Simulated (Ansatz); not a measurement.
Dissociation curve of AsH, triplet.

Levels: UKS-PBE = unrestricted PBE/cc-pVTZ (Ansatz, an electronic-structure program); FCI = full CI/cc-pVTZ, cores with 3d frozen (Ansatz).

Energies relative to the lowest point of each curve between 1.25 and 1.89 Å, where full CI is lowest, in kcal/mol; the last columns give the error against full CI:

```tsv
R / Å	UKS-PBE	FCI	UKS-PBE − FCI
1.08	90.2	90.6	-0.5
1.16	52.9	52.7	0.2
1.25	26.4	25.8	0.6
1.30	16.7	16.0	0.6
1.36	8.6	8.0	0.6
1.41	4.2	3.7	0.5
1.46	1.5	1.2	0.3
1.52	0.1	0.0	0.1
1.56	0.0	0.1	-0.1
1.62	0.9	1.1	-0.3
1.69	3.0	3.6	-0.5
1.79	7.6	8.5	-0.8
1.89	13.3	14.3	-1.0
2.02	21.5	22.4	-1.0
2.18	31.7	32.1	-0.5
2.42	45.5	44.4	1.1
2.65	55.2	52.8	2.4
2.93	61.9	58.8	3.2
3.27	65.6	62.1	3.4
3.72	67.2	63.6	3.6
4.33	67.7	64.0	3.7
5.08	67.9	64.1	3.8
```

UKS-PBE is furthest from FCI at 5.08 (3.8 kcal/mol, above); its mean absolute error over the points is 1.3 kcal/mol.

The unrestricted determinant behind UKS-PBE is spin-contaminated at 2.42 to 5.08 Å (<S²> up to 3.0, against 2.00 for a pure triplet).
